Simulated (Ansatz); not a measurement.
Reaction (cleavage of the Al–Si bond): `F[SiH2][AlH][Cl]` + dimethylamine → `C[N](C)[AlH][Cl]` + `F[SiH3]`

Program: Ansatz. Geometries: PBE0-D4/def2-TZVP. ΔE: electronic, gas phase. CCSD(T)/CBS is the MP2 limit (def2-TZVPP, def2-QZVPP) plus CCSD(T) − MP2 in def2-TZVPP, frozen cores. This one scheme is used for every species. DFT in def2-TZVPP. B3LYP here is the variant with VWN-RPA as its local correlation; programs differ in this. HSE06 is defined as in plane-wave codes. Each species was taken in one conformer, which may not be the lowest.

(1) Is it downhill or uphill in electronic energy at CCSD(T)/CBS, and by how much? (Estimate.)

(2) What do these levels give: r2SCAN-D4, B3LYP-D4, r2SCANh-D4, PBE-QIDH, revPBE, r2SCAN, HSE06, CAM-B3LYP, LC-ωPBE, HF/def2-TZVPP, MP2/def2-TZVPP, MP2/def2-QZVPP? (An estimate is asked.)

Largest T1 diagnostic among the species: 0.011.

Results:

(1) The calculation gave: Downhill: ΔE = -1.13 eV.

(2) Ansatz gave: r2SCAN-D4 -1.10, B3LYP-D4 -1.11, r2SCANh-D4 -1.10, PBE-QIDH -1.09, revPBE -0.84, r2SCAN -1.09, HSE06 -0.93, CAM-B3LYP -1.12, LC-ωPBE -1.02, HF/def2-TZVPP -1.10, MP2/def2-TZVPP -1.28, MP2/def2-QZVPP -1.27 eV.

The D4 term adds −0.06 eV with B3LYP and −0.03 eV with PBE0; it sums over pairs of atoms, weighted by their polarisabilities, and B3LYP, whose exchange is more repulsive, gets the larger term. From PBE to PBE0 (25 % exact exchange), in def2-TZVPP and without D4, ΔE moves by −0.04 eV.
